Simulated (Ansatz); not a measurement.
The same ligand exchange along the group O, S, Se.

Program: Ansatz. Geometries: PBE0-D4/def2-TZVP. ΔE: electronic, gas phase. CBS: MP2 limit from def2 TZ/QZ plus the TZ coupled-cluster correction, frozen cores. This one scheme is used for every species. DFT in def2-TZVPP. def2 core potentials past Kr. For Hf, Se outer-core shells are correlated without core-valence functions, which leaves a few kJ/mol of doubt a bond. Scalar relativity is left out up to krypton. One conformer a species, not always the lowest.

```tsv
reaction	LDA (SPW92) (kJ/mol)	RPA@PBE/def2-TZVPP (kJ/mol)	B97M-V (kJ/mol)	MP2/CBS(def2) (kJ/mol)
`[OH][Hf]([F])([F])[F]` + dimethylamine → `C[N](C)[Hf]([F])([F])[F]` + H₂O	62	56	70	59
`[F][Hf]([F])([F])[SH]` + dimethylamine → `C[N](C)[Hf]([F])([F])[F]` + H₂S	18	10	27	17
`[F][Hf]([F])([F])[SeH]` + dimethylamine → `C[N](C)[Hf]([F])([F])[F]` + H₂Se	23	18	27	27
```

(1) Give the CCSD(T)/CBS values in the same order. (Best estimate.)

Largest T1 diagnostic: 0.016, for `[F][Hf]([F])([F])[SH]`.

Answers

(1) Ansatz gave: 61, 18, 26 kJ/mol.
